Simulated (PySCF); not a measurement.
H₂Sb, SMILES [SbH2], multiplicity 2. The structure is a stationary point at B3LYP-D3(BJ)/def2-TZVPD. The isomer is the one that the SMILES or the coordinates give; other isomers of the formula were not compared. The def2 effective core potentials stand for the cores of Sb; spin–orbit coupling is left out.

Method: PySCF with B3LYP-D3(BJ)/def2-TZVPD.

Harmonic wavenumbers (cm⁻¹): 843, 1920, 1926. Rotational constants (GHz): 173.8, 168.9, 85.66; symmetry number 2.

Task: Work out the zero-point energy and the ideal-gas rigid-rotor harmonic-oscillator thermochemistry at 298.15 K and 1 atm.

Result: ZPE = ½ Σ hcν = ½ × 4689 cm⁻¹ = 28.04 kJ/mol. H − E(el) = 38.14 kJ/mol. Entropy in J/(mol K): translation 168.84, rotation 59.13, vibration 0.75, spin 5.76, total 234.48. G − E(el) = -31.77 kJ/mol. Cp = 35.83 J/(mol K).
